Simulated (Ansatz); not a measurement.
Molecule: C$_{4}$H$_{7}$NSi, charge 0, multiplicity 1. 
Geometry from a B3LYP-D3(BJ)/def2-TZVP (Ansatz, a quantum-chemistry and plane-wave program) optimisation:
```
C
N 1 1.3820
H 2 1.0043 1 124.92
C 2 1.3656 3 124.39 1 180.00
C 4 1.3756 2 107.79 3 -180.00
H 4 1.0767 2 121.35 3 0.00
H 5 1.0771 4 125.85 6 0.00
C 1 1.3860 2 105.93 3 180.00
H 8 1.0777 1 124.97 2 -180.00
Si 1 1.8485 2 125.30 3 0.00
H 10 1.4787 1 107.74 2 180.00
H 10 1.4851 11 109.47 1 121.58
H 10 1.4851 11 109.47 12 116.84
```
Charge 0, spin multiplicity 1.

Basis-set convergence of Hartree-Fock and CCSD(T) correlation energies (hartree) with Ansatz. Valence correlation only, unless marked. No spin-orbit coupling. Non-relativistic.

```json
[
 {"basis": "cc-pV(D+d)Z", "functions": "128", "E(HF)": "-498.93299", "E(corr, CCSD(T))": "-0.87836"},
 {"basis": "cc-pV(T+d)Z", "functions": "287", "E(HF)": "-499.00021", "E(corr, CCSD(T))": "-1.05527"},
 {"basis": "cc-pV(Q+d)Z", "functions": "549", "E(HF)": "-499.01779", "E(corr, CCSD(T))": "-1.11116"}
]
```

Extrapolating the two largest sets (X = 3 and 4) as X^-3: E(corr) = (64·(-1.11116) - 27·(-1.05527))/37 = -1.1519 Eh, an estimate of the basis-set limit. The largest set recovers 96.5 % of it, the smallest 76.2 %.
